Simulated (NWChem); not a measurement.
# Correlation energy of CH3Si

SMILES: [SiH]=C
```xyz
5

C      0.3487     1.0468     0.0000
Si    -0.2759    -0.5491     0.0000
H     -0.2837     1.9385     0.0000
H      1.4317     1.2223     0.0000
H      0.6217    -1.7543     0.0000
```
Charge 0, spin multiplicity 2.

The numbers come from NWChem runs, not from measurements. Structure: optimised with UPBE0/def2-SVP, a minimum by its harmonic frequencies.

Basis set: def2-SVP. Each correlation energy counts from its own Hartree-Fock reference.

The correlated methods keep 6 core orbitals frozen. The structure started from a generated list of species. The unpaired electrons of the parent sit in orbitals of symmetry a' (Cs labels of the run); other states weren't searched. No SCF solution was tested for a lower state. Open-shell Hartree-Fock references start from PBE0 orbitals. Coupled-cluster values serve here as a point of comparison, not as the truth.

```tsv
method	correlation energy (mHa)	remark
CCSD[T] on UHF	-250.4	spin-contaminated
CCSD(T) on UHF	___	spin-contaminated
SCS-UMP2	___	spin-contaminated
CCSD[T] on ROHF	___	-
CCSD on ROHF	-252.5	-
CCSD on UHF	-239.8	spin-contaminated
UMP2	___	spin-contaminated
CCSD(T) on ROHF	-262.9	-
```

Task: Some entries are withheld; supply them.

Result: 
- CCSD(T) on UHF, correlation energy (mHa): -249.1
- SCS-UMP2, correlation energy (mHa): -198.3
- CCSD[T] on ROHF, correlation energy (mHa): -263.4
- UMP2, correlation energy (mHa): -197.0
